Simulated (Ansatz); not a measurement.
Wavefunction ladder for C₂H₆TeZn, SMILES `[CH3][Zn][Te]C`

Cartesian coordinates in Å:
```
C 1.594 1.268 -1.609
Zn -0.080 0.714 -0.787
Te -2.226 0.008 0.257
C -1.354 -1.361 1.685
H 2.174 1.890 -0.923
H 2.196 0.398 -1.881
H 1.398 1.846 -2.515
H -2.187 -1.775 2.248
H -0.828 -2.159 1.168
H -0.687 -0.828 2.357
```

Total charge 0; spin multiplicity 1. For Zn the d shell is correlated and the shells below it are frozen. Correlated methods include outer-core shells of Te, which these sets cover unevenly. Scalar relativity is left out up to krypton. Te takes the def2 core potential. The structure was optimised at the PBE0-D4/def2-TZVP level. It is one conformer, not always the lowest. Frozen core, restricted reference, the Gaussian-basis code of Ansatz.

```json
{"basis": "def2-SVP", "HF (Eh)": "-2123.74506", "MP2 corr.": "-0.71775"}
{"basis": "def2-TZVPP", "HF (Eh)": "-2124.08911", "MP2 corr.": "-1.33499"}
{"basis": "def2-QZVPP", "HF (Eh)": "-2124.13607", "MP2 corr.": "-1.55522"}
```

(1) Estimate the CCSD correlation energy and the (T) correction in each basis where they were run (hartree).

Results:

(1) 
```csv
basis,CCSD corr.,(T)
def2-SVP,-0.73757,-0.02188
def2-TZVPP,-1.29026,-0.04122
```
